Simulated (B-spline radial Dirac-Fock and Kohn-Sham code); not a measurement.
## Scattering functions of Ni¹³⁺

System: Ni¹³⁺ in the configuration [Ne] 3s2 3p3.

Level of theory: relativistic Hartree-Fock (Dirac-Fock) wave functions, averaged over the configuration; an atomic code on a B-spline grid. f₀ is the Fourier transform of the spherical electron density, S the Waller-Hartree incoherent function, and s = sin θ/λ.

| s (Å⁻¹) | f₀ | S |
| --- | --- | --- |
| 0 | 15.000 | 0.000 |
| 0.05 | 14.948 | 0.065 |
| 0.1 | 14.794 | 0.257 |
| 0.15 | 14.544 | 0.564 |
| 0.2 | 14.208 | 0.966 |
| 0.25 | 13.798 | 1.442 |
| 0.3 | 13.330 | 1.967 |
| 0.35 | 12.817 | 2.517 |
| 0.4 | 12.277 | 3.072 |
| 0.45 | 11.724 | 3.614 |
| 0.5 | 11.172 | 4.133 |
| 0.6 | 10.113 | 5.070 |
| 0.7 | 9.164 | 5.865 |
| 0.8 | 8.352 | 6.537 |
| 0.9 | 7.676 | 7.116 |
| 1 | 7.116 | 7.631 |
| 1.1 | 6.645 | 8.104 |
| 1.2 | 6.236 | 8.545 |
| 1.4 | 5.519 | 9.358 |
| 1.6 | 4.863 | 10.087 |
| 1.8 | 4.244 | 10.729 |
| 2 | 3.674 | 11.284 |
| 2.5 | 2.554 | 12.314 |
| 3 | 1.879 | 12.960 |
| 3.5 | 1.510 | 13.384 |
| 4 | 1.304 | 13.694 |
| 5 | 1.072 | 14.143 |
| 6 | 0.896 | 14.451 |

f₀ starts at the number of electrons, 15, and has fallen to half at s ≈ 0.93 Å⁻¹. The sum of ⟨r²⟩ over the electrons is 2.834 bohr².

Values without a named source are computed, but for edge energies of neutral atoms, which are taken from tables.
